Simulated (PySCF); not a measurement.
**Spin states and ions at one geometry of [Ta3]−**

PySCF 2.14.0, UKS PBE0, Ta def2-SVP with ECP60; non-relativistic Hamiltonian with scalar-relativistic core potentials where named; density fitting; no spin-orbit coupling; singlets restricted, open shells unrestricted. The geometry is relaxed for charge -1, triplet, vacuum:

```xyz
3

Ta    1.4148   -0.0051    0.0000
Ta   -0.7065    1.2297    0.0000
Ta   -0.7083   -1.2246    0.0000
```

Energies count from the relaxed state; an electron taken off or put on is at rest in vacuum. Charges and spins are Mulliken's.

```csv
state,energy (eV),spin squared,charge on Ta1 (e),spin on Ta1 (e),dipole about the centre of mass (D)
"charge -1, triplet, vacuum",0.00,3.16,-0.34,0.81,0.16
"charge -1, singlet, vacuum",0.74,0.00,-0.33,0.00,0.02
"charge 0, doublet, vacuum",1.30,1.83,0.04,0.61,0.07
"charge 0, quartet, vacuum",0.87,4.47,-0.02,1.50,0.26
```

**Question.** What does the state charge -1, quintet, vacuum give?

**Answer.** energy (eV) -0.20, spin squared 6.02, charge on Ta1 (e) -0.33, spin on Ta1 (e) 1.38, dipole about the centre of mass (D) 0.01.

With an electron taken off (quartet, the lower of the two states computed) the charges change, summed by element, by Ta +1.00 e. The vertical ionisation energy is 0.87 eV, against −ε(HOMO) = -0.29 eV over both spins of the relaxed state. The level lies 1.2 eV too high, as is usual for semilocal functionals and global hybrids, which keep a self-interaction error.

Open shells may have lower solutions than those found. Strongly mixed with higher spins, so no pure states, and their order against close states isn't settled: charge -1, triplet, vacuum; charge 0, doublet, vacuum; charge 0, quartet, vacuum. A restricted singlet can lie too high where a spin-broken solution exists, which wasn't tested: charge -1, singlet, vacuum. The basis has no diffuse functions, which an anion needs.

The relaxed state isn't the lowest spin state tried at its geometry. No frequency check is given that shows the relaxed geometry to be a minimum. The relaxed state is spin-contaminated (spin squared 3.16 against 2.00).
